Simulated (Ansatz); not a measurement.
Relaxation of a periodic cell of 31 atoms, Al30Ga (host Al, host structure fcc, dopant Ga, one Al atom removed), to a largest force component of 0.03 eV/Å in at most 60 steps.

Level of theory: DFT PBE, scalar-relativistic, plane waves, PAW in Ansatz 0.2.0. Settings: PAW set soft_1, cutoff 420 eV, k mesh 3x3x3, gaussian smearing 0.05 eV, no spin polarisation.

```xyz
31
Lattice="8.1000 0.0000 0.0000 0.0000 8.1000 0.0000 0.0000 0.0000 8.1000" Properties=species:S:1:pos:R:3:forces:R:3
Al 4.050 0.000 0.000 0.01 0.10 -0.08
Al 6.075 2.025 0.000 -0.10 -0.01 -0.08
Al 6.075 0.000 2.025 0.07 -0.07 0.00
Al 0.000 0.000 0.000 -0.02 -0.08 0.08
Al 2.025 2.025 0.000 0.08 -0.04 -0.06
Al 4.050 4.050 0.000 0.04 -0.08 -0.06
Al 6.075 6.075 0.000 0.08 0.02 0.08
Al 2.025 0.000 2.025 -0.07 -0.08 0.00
Al 4.050 2.025 2.025 0.02 -0.02 0.00
Al 6.075 4.050 2.025 0.08 0.07 0.00
Al 4.050 0.000 4.050 0.01 0.10 0.08
Al 6.075 2.025 4.050 -0.10 -0.01 0.08
Al 6.075 0.000 6.075 -0.09 0.09 0.00
Al 0.000 4.050 0.000 -0.03 0.08 0.10
Al 2.025 6.075 0.000 -0.08 0.03 0.10
Al 0.000 2.025 2.025 -0.02 -0.01 0.00
Al 2.025 4.050 2.025 -0.08 0.08 0.00
Al 4.050 6.075 2.025 0.01 0.02 0.00
Al 0.000 0.000 4.050 -0.02 -0.08 -0.08
Al 2.025 2.025 4.050 0.08 -0.04 0.06
Al 4.050 4.050 4.050 0.04 -0.08 0.06
Al 6.075 6.075 4.050 0.08 0.02 -0.08
Al 2.025 0.000 6.075 0.09 0.07 0.00
Ga 2.025 4.050 6.075 0.15 -0.15 0.00
Al 6.075 4.050 6.075 -0.07 -0.09 0.00
Al 0.000 6.075 2.025 0.00 0.00 0.00
Al 0.000 4.050 4.050 -0.03 0.08 -0.10
Al 2.025 6.075 4.050 -0.08 0.03 -0.10
Al 0.000 2.025 6.075 -0.05 -0.03 0.00
Al 4.050 6.075 6.075 0.03 0.05 0.00
Al 0.000 6.075 6.075 -0.03 0.03 0.00
```

Question: Where does it end, and by what steps?

Answer: The run converged. Limits of this set-up: coarse k mesh. After 2 steps the energy has fallen by 0.031 eV; Ga24 moved furthest, 0.07 Å.

```
step  energy less start (eV)  largest force component (eV/Å)  accepted
   0                  0.0000                           0.155       yes
   1                 -0.0279                           0.037       yes
   2                 -0.0312                           0.014       yes
```

```xyz
31
Lattice="8.1000 0.0000 0.0000 0.0000 8.1000 0.0000 0.0000 0.0000 8.1000" Properties=species:S:1:pos:R:3
Al 4.050 0.021 -0.014
Al 6.054 2.025 -0.014
Al 6.079 -0.004 2.025
Al -0.008 -0.009 0.010
Al 2.035 2.015 -0.004
Al 4.060 4.040 -0.004
Al 6.084 6.083 0.010
Al 2.014 -0.013 2.025
Al 4.053 2.022 2.025
Al 6.088 4.061 2.025
Al 4.050 0.021 4.064
Al 6.054 2.025 4.064
Al 6.057 0.018 6.075
Al -0.003 4.058 0.009
Al 2.017 6.078 0.009
Al -0.009 2.022 2.025
Al 2.016 4.059 2.025
Al 4.053 6.084 2.025
Al -0.008 -0.009 4.040
Al 2.035 2.015 4.054
Al 4.060 4.040 4.054
Al 6.084 6.083 4.040
Al 2.038 0.010 6.075
Ga 2.075 4.000 6.075
Al 6.065 4.037 6.075
Al -0.002 6.077 2.025
Al -0.003 4.058 4.041
Al 2.017 6.078 4.041
Al -0.009 2.017 6.075
Al 4.058 6.084 6.075
Al -0.003 6.078 6.075
```

Run time: 17 s on 4 threads of Intel(R) Xeon(R) Platinum 8259CL CPU @ 2.50GHz (Skylake/Cascade Lake) (shared host), peak memory 1.3 GiB.
